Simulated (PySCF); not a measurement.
C₂H₁₀OSi₂.
Bonds: C1–Si2, Si2–C3, Si2–Si4, Si4–O5. Hydrogens: H6, H7, H8 on C1; H9 on Si2; H10, H11, H12 on C3; H13, H14 on Si4; H15 on O5.

Method: PBE0-D3(BJ)/def2-SVP geometry optimisation, gas phase (PySCF 2.14.0); density fitting, grid level 1; the optimiser is geomeTRIC in internal coordinates, started from a GFN2-xTB structure.

At the end of the run (lengths in Å): Si4–O5 1.681, Si2–Si4 2.339, Si4–H13 1.503, Si4–H14 1.503, Si2–C3 1.885, C1–Si2 1.885, Si2–H9 1.501, C1–Si2–Si4 108.8°, C1–Si2–C3 111.0°, Si2–Si4–O5 103.9°, C1–Si2–Si4–O5 60°, H9–Si2–C1–H6 -57°, H9–Si2–C3–H10 177°.

Question: These geometries were met on the way; a selection of coordinates is given. Order them by energy above the end point, lowest first.
A. Si4–O5 1.681, Si2–Si4 2.343, Si4–H13 1.504, Si4–H14 1.504, Si2–C3 1.886, C1–Si2 1.885, Si2–H9 1.502, C1–Si2–Si4 107.8°, C1–Si2–C3 112.2°, Si2–Si4–O5 105.5°, C1–Si2–Si4–O5 61°, H9–Si2–C1–H6 -58°, H9–Si2–C3–H10 178°
B. Si4–O5 1.634, Si2–Si4 2.308, Si4–H13 1.472, Si4–H14 1.472, Si2–C3 1.908, C1–Si2 1.907, Si2–H9 1.481, C1–Si2–Si4 112.6°, C1–Si2–C3 107.5°, Si2–Si4–O5 103.4°, C1–Si2–Si4–O5 61°, H9–Si2–C1–H6 -63°, H9–Si2–C3–H10 -178°
C. Si4–O5 1.679, Si2–Si4 2.342, Si4–H13 1.503, Si4–H14 1.503, Si2–C3 1.885, C1–Si2 1.884, Si2–H9 1.500, C1–Si2–Si4 108.5°, C1–Si2–C3 111.4°, Si2–Si4–O5 104.7°, C1–Si2–Si4–O5 60°, H9–Si2–C1–H6 -58°, H9–Si2–C3–H10 178°

Answer: C (0.001 eV), A (0.012 eV), B (0.167 eV).

```csv
step,E above end (eV),"rms distance from the end, all atoms (Å)",largest force (eV/Å),rms shift of all bonds from the end (Å)
2,0.001,0.009,0.100,0.001
1,0.012,0.024,0.247,0.001
0,0.167,0.076,1.544,0.024
```

Rows stand in the order of the answer.
